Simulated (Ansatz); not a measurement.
CH$_{3}$Cl$_{3}$Sn, charge -1, doublet, at a GFN2-xTB geometry (such geometries of metal compounds can be far from the true shape) (a state made from the parent by changing its charge; the spin is typed, not shown lowest) (all electrons, no relativity) (a gas-phase anion, which may not be bound at this level); SC-NEVPT2/STO-3G, CASSCF(3,5) (Ansatz, a first-principles code).

The Ansatz input:
Ansatz 0.2 input:
```yaml
crystal:
  periodic: [false, false, false]
  atoms:
    - {symbol: C, position_ang: [-2.80906159, -0.37748751, 0.13197443]}
    - {symbol: Sn, position_ang: [-0.24489022, -0.03290885, 0.01150535]}
    - {symbol: Cl, position_ang: [0.87912394, -1.44033672, -1.76343354]}
    - {symbol: Cl, position_ang: [0.42897404, 2.34850662, -0.50756728]}
    - {symbol: Cl, position_ang: [0.95136490, -0.60453860, 2.16484746]}
    - {symbol: H, position_ang: [-2.95802404, -1.36171706, 0.55099729]}
    - {symbol: H, position_ang: [-3.18561467, 0.40843833, 0.76994475]}
    - {symbol: H, position_ang: [-3.16834975, -0.29808555, -0.88344919]}
basis:
  gaussian:
    orbitals: STO-3G
total_charge: -1
correlation: {method: sc_nevpt2, electrons: all, active_space: {window: {electrons: 3, orbitals: 5}}}
magnetization: {spin_polarized: false, initial_magnetization: 1}
```

Q: What does Ansatz print? Leave out banner, timings and long lists.

A: 
```
Functional definition: HF
751 factors; integrals over basis functions are off by at most 4.0e-5 eV
mean field evaluation 1: about -200444.0709 eV, gradient 1.4e1 eV
mean field evaluation 2: about -200444.1550 eV, gradient 1.4e1 eV
mean field evaluation 4: about -200445.9687 eV, gradient 1.5e0 eV
mean field evaluation 8: about -200446.0600 eV, gradient 2.1e-1 eV
mean field evaluation 16: about -200443.3236 eV, gradient 1.7e0 eV
mean field -200446.05951194 eV, -7366.2568198447 hartree, gradient 3.5e-6 eV, S^2 0.750000; 2 other end points of the search recorded, 0 dependent functions left out
reference -200446.05951194 eV, -7366.2568198447 hartree; 56, 55 occupied and 6, 7 virtual orbitals, 751 factors
state -200446.75733511 eV, -7366.2824643734 hartree
state -200446.75733511 eV, -7366.2824643734 hartree; corrected -200448.63712194 eV, -7366.3515452650 hartree
Total energy: -200448.63712194 eV, -7366.3515452650 hartree
```
